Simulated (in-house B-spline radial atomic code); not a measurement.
**RPA and G0W0 on LDA exchange-only: Ag**

Configuration [Kr] 4d10 5s1, highest spin, mean-field start LDA exchange-only. Computed with a B-spline radial code for spherical atoms: all electrons, scalar-relativistic (spin-free one-electron X2C), finite nucleus, each spin shell either full or empty, empty states to l = 9 with an (l + 1/2)⁻⁴ tail; G0W0 by contour deformation at full frequency.

RPA overbinds a lone outer s electron by self-correlation, and G0W0 tends to as well.

Command:
```bash
python run_gw.py task.json out
```
Settings (radii: box in bohr, nucleus in fm):
```
Z                        47
electrons                47
configuration            [Kr] 4d10 5s1
hamiltonian              x2c
method                   lda,
lmax                     9
rms_radius               4.5454
spin_polarised           True
box_radius               40
intervals                72
ion_configuration        [Kr] 4d10
```

Time taken, with all properties: 12 s on 1 thread of Intel(R) Xeon(R) Platinum 8488C, on a shared host.

Energies (hartree):

| term | value |
| --- | --- |
| mean-field total | -5305.51341 |
| Hartree-Fock functional on these orbitals | -5312.81312 |
| direct second order | -4.3414 |
| second-order exchange | 1.2042 |
| SOSEX correction | 1.0923 |

Q: What is the RPA correlation energy, and what remains with SOSEX?

A: RPA gives -3.6872 hartree (-2.13 eV per electron); RPA + SOSEX gives -2.5949, and the second-order doubles -3.1373 hartree (no singles). SOSEX takes back 30 % of the RPA value.

Quasi-particle levels (eV):

| level | occupied | mean field | Σx - vxc | Σc | QP weight | G0W0 |
| --- | --- | --- | --- | --- | --- | --- |
| 5s up | yes | -4.234 | -2.75 | ? | ? | ? |
| 5s down | no | -3.055 | 3.94 | -2.57 | 0.856 | -1.690 |

G0W0 = mean field + (Σx - vxc) + Σc, with Σc (partial-wave tail included) taken at the quasi-particle energy. Only the outer levels were computed. Levels of low weight are left out.

Q: Where does G0W0 put 5s up?

A: At -7.812 eV, with Σc = -0.83 eV and a quasi-particle weight of 0.665. The tabulated removal energy is 7.576 eV (NIST, measured); the calculation leaves out spin-orbit coupling, Breit and QED terms, and what these don't explain is the method's own error.

Q: What does it cost to remove one electron (to [Kr] 4d10) by differences of total energies, each species on its own start (correlation terms add to the Hartree-Fock functional)?

A: LDA exchange-only 7.383 eV, Hartree-Fock functional 6.217 eV, + RPA 8.098 eV, + RPA + SOSEX 7.364 eV, + second order 8.829 eV. Tabulated: 7.576 eV (NIST, measured); the calculation leaves out spin-orbit coupling, Breit and QED terms, and what these don't explain is the method's own error.
